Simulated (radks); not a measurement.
Question: Hg5+, configuration [Xe] 4f14 5d7 (the NIST ground configuration). All-electron calculation, scalar-relativistic Kohn-Sham, exchange-only LDA, spin-polarised, spherical densities, point nucleus; open shells are filled with parallel spins first (spin-orbit coupling, left out, can overturn this in heavy ions). Program: a radial shooting solver on a logarithmic mesh with Libxc functionals. Some entries of the table are withheld. Estimate them.

orbital,occ.,eigenvalue (eV),<r^2> (bohr^2),<r> (bohr)
1s up,1,-83188.08,0.0003810,0.01659
1s down,1,-83188.07,0.0003810,0.01659
2s up,1,-14800.13,0.005800,0.06995
2s down,1,-14799.84,0.005800,0.06995
2p up,3,-12774.86,0.004901,0.06330
2p down,3,-12774.62,0.004900,0.06330
3s up,1,-3562.861,0.03738,0.1808
3s down,1,-3562.709,0.03738,0.1808
3p up,3,-2977.920,0.03852,0.1822
3p down,3,-2977.759,0.03852,0.1822
3d up,5,-2362.033,0.03189,0.1651
3d down,5,-2361.807,0.03189,0.1651
4s up,1,-834.9851,0.1801,0.3994
4s down,1,-834.6729,0.1801,0.3994
4p up,3,-643.1739,0.2060,0.4258
4p down,3,-642.8567,0.2059,0.4257
4d up,5,-415.7356,0.2331,0.4492
4d down,5,-415.3576,0.2328,0.4490
5s up,1,-185.3394,0.8965,0.8948
5s down,1,-183.2983,0.8907,0.8918
4f up,7,-163.3777,0.2804,0.4822
4f down,7,-162.8677,0.2785,0.4809
5p up,3,-132.8042,1.170,1.020
5p down,3,-130.3874,1.163,1.017
5d up,5,-72.6038,(1),1.302
5d down,2,-69.9179,(2),1.304
6s up,0,-58.0002,4.465,2.005
6s down,0,-56.0400,4.583,2.031
6p up,0,-44.8560,6.118,2.345
6p down,0,-43.3639,6.340,2.388

Answer: 
(1) 5d up <r^2> (bohr^2): 1.933
(2) 5d down <r^2> (bohr^2): 1.946
